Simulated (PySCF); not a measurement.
**DyF at ROHF**

Computed with ROHF; basis Dy x2c-SVPall, F x2c-SVPall; spin-free X2C with a Gaussian nucleus; PySCF 2.14.

```
state                                           : sextet, about 10.0 electrons in the 4f shell (Mulliken), real f orbitals that mix terms
bond length                                     : 2.080 Å
harmonic wavenumber                             : 513 cm⁻¹
force constant                                  : 2.64 mdyn/Å
rotational constant Be                          : 0.2289 cm⁻¹
anharmonicity ωexe                              : 1.93 cm⁻¹
vibration–rotation constant αe                  : 0.00124 cm⁻¹
bond order (Mayer)                              : 0.68
dipole moment (positive dipole means Dy(−)F(+)) : -3.99 D
```

These are scalar-relativistic numbers at best; spin–orbit coupling would shift them, the dissociation energy most. Hartree–Fock leaves out correlation, which carries a large part of most bond energies and some tenths to 1 eV of ionisation energies. With d or f electrons several states lie close, and the lowest PBE0 determinant need not be the measured ground state.
